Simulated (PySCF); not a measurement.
A GIAO shielding run with PySCF 2.14.0 with density-fitted response routines (density fitting, non-relativistic, gas phase) on SMILES C[SiH2][SiH2]C, C2H10Si2:

```
$ OMP_NUM_THREADS=1 python probes_run.py task.json out

{"job": {"kind": "nmr", "xc": "BHandHLYP", "basis": "pcSseg-2", "pop": false}, "charge": 0, "multiplicity": 1}
C     -2.344006     0.448974     0.450665
Si    -0.785399    -0.419251    -0.162344
Si     1.161867     0.778527     0.368140
C      2.705765    -0.049562    -0.331048
H     -2.430311     1.450894     0.003142
H     -2.324386     0.563155     1.545054
H     -3.242452    -0.126543     0.180402
H     -0.691332    -1.791520     0.436179
H     -0.851267    -0.596488    -1.650660
H      1.274487     0.895164     1.859563
H      1.040665     2.172909    -0.171597
H      2.820700    -1.067704     0.070746
H      2.646949    -0.118219    -1.427967
H      3.607528     0.525115    -0.071536
```

Hardware: 1 thread of an Arm Neoverse V1, shared host.

(1) How large is the calculation?

(2) How long does it take, and how much memory does it need?

(3) And these other runs on the same molecule and hardware: GIAO shielding at B3LYP/pcSseg-2; GIAO shielding at B97-D/pcSseg-2; GIAO shielding at BLYP/pcSseg-2; GIAO shielding at BP86/pcSseg-2; GIAO shielding at HF/pcSseg-2; GIAO shielding at KT2/pcSseg-2?

## Answers

(1) 50 electrons, 298 basis functions and 838 auxiliary functions.

(2) 39 s of wall time, with 10 SCF cycles and 5 response iterations; peak memory 1.2 GiB. Times on a shared host scatter by some tens of per cent.

(3) B3LYP/pcSseg-2: 298 functions, 36 s; B97-D/pcSseg-2: 298 functions, 48 s; BLYP/pcSseg-2: 298 functions, 48 s; BP86/pcSseg-2: 298 functions, 47 s; HF/pcSseg-2: 298 functions, 23 s; KT2/pcSseg-2: 298 functions, 50 s.
